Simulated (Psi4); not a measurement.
# SiNH4ClO (SMILES N[SiH](O)Cl): entropy by statistical mechanics

A singlet with charge 0, relaxed at MP2/def2-SVP (density fitting, density fitting for correlation), 12 core orbitals frozen (Psi4 1.11):

```xyz
8

N    -0.7769    0.8816   -0.2735
Si    0.5271   -0.2250   -0.1165
O     0.5610   -0.8714    1.4086
Cl    0.1782   -1.6383   -1.5822
H    -1.2205    1.0146   -1.1749
H    -0.8093    1.7264    0.2869
H     1.8908    0.2838   -0.3124
H    -0.2970   -1.1706    1.7323
```

Harmonic wavenumbers in cm⁻¹: 187, 220, 268, 330, 370, 423, 556, 770, 822, 851, 918, 939, 972, 1559, 2371, 3641, 3755, 3928.

Masses in u: N 14.007, Si 28.085, O 15.999, Cl 35.45, H 1.008. Take T = 298.15 K, p = 1 bar, R = 8.3145 J/(mol K), kT/hc = 207.22 cm⁻¹, rigid rotor and harmonic oscillator.

Problem. Work out S° at 298 K.

Solution. 
1. Translation (Sackur–Tetrode): S = R[3/2 ln M + 5/2 ln T − 1.1517] with M = 97.573 gives 166.0 J/(mol K).
2. Rotation: principal moments 78.485, 150.728, 206.090 u Å² give A, B, C = 0.2148, 0.1118, 0.0818 cm⁻¹; the symmetry number is σ = 1; q = (√π/σ)√((kT/hc)³/ABC) = 119291; S = R(ln q + 3/2) = 109.7.
3. Vibration: with u = ν̃/207.22, each mode gives R[u/(eᵘ − 1) − ln(1 − e⁻ᵘ)]; the sum is 44.1, most from 187 cm⁻¹ (9.4), 220 cm⁻¹ (8.2), 268 cm⁻¹ (6.7).
4. Spin and the two mirror images of this shape: R ln 2 = 5.8.
5. Sum: 166.0 + 109.7 + 44.1 + 5.8 = 325.6 J/(mol K).

No measured value is set beside it here. Where a soft mode is a torsion, a harmonic oscillator describes it poorly.
